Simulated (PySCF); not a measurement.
Vertical excitation energies

Species: C₃H₈OSSi.
SMILES: `S([SiH2]O)C(C)=C`

Computed, not measured: TDDFT wB97X-D/def2-SVPD, vertical, gas phase, core orbitals frozen in the response (PySCF). Geometry: GFN2-xTB, one conformer, isolated molecule. Torsions of this conformer, `[CH2:1]=[C:2]([CH3:3])[S:4][SiH2:5][OH:6]`: C1–C2–S4–Si5 -117°, C2–S4–Si5–O6 36°, H–O6–Si5–S4 46°.

| state | E (eV) | E (hartree) | f | main configurations (H = HOMO, L = LUMO) |
| --- | --- | --- | --- | --- |
| S1 | 5.68 | 0.2088 | 0.046 | H→L (79%) |
| S2 | 5.87 | 0.2156 | 0.012 | H→L+1 (69%), H→L+3 (11%) |
| S3 | 6.61 | 0.2430 | 0.031 | H-1→L (49%), H→L+2 (27%) |
| S4 | 6.72 | 0.2468 | 0.063 | H→L+3 (47%), H→L+2 (20%) |
| S5 | 6.76 | 0.2484 | 0.020 | H→L+2 (33%), H-1→L+1 (15%), H-1→L (14%) |
| S6 | 6.90 | 0.2537 | 0.193 | H-1→L+1 (58%), H-1→L (14%), H→L+1 (11%) |
| S7 | 7.40 | 0.2718 | 0.010 | H-1→L+2 (45%), H→L+4 (39%) |
| S8 | 7.62 | 0.2801 | 0.0060 | H-1→L+3 (22%), H→L+7 (21%), H→L+6 (10%) |

Triplets, Tamm–Dancoff:

```
state  E (eV)  λ (nm)  main configurations (H = HOMO, L = LUMO)
   T1    4.29   288.7       H→L (32%), H→L+1 (24%), H-1→L (15%)
   T2    5.43   228.5       H→L (31%), H→L+1 (28%), H→L+3 (11%)
   T3    5.84   212.5   H-1→L (27%), H-1→L+1 (26%), H→L+1 (23%)
```

The lowest singlet comes at 218 nm (548 kJ/mol) in the ultraviolet; it is of moderate strength; its leading configuration is HOMO→LUMO (79%). The strongest level in the table is S6 at 6.90 eV (180 nm, f = 0.193). Löwdin shares by element: HOMO sulfur 54%, carbon 29% or more, silicon 6%; LUMO carbon 33% or more, sulfur 18%, silicon 12% (atoms not listed hold the other 37%). Orbital energies (eV): HOMO-3 -11.21, HOMO-2 -10.89, HOMO-1 -9.51, HOMO -8.70, LUMO 1.46, LUMO+1 1.64, LUMO+2 2.12. The listed states span 1.94 eV, and the widest gap between neighbours is 0.75 eV (S2 to S3). Weighted by f, the mean energy of these states is 6.69 eV. Singlets were solved by full linear response, triplets in the Tamm–Dancoff approximation.
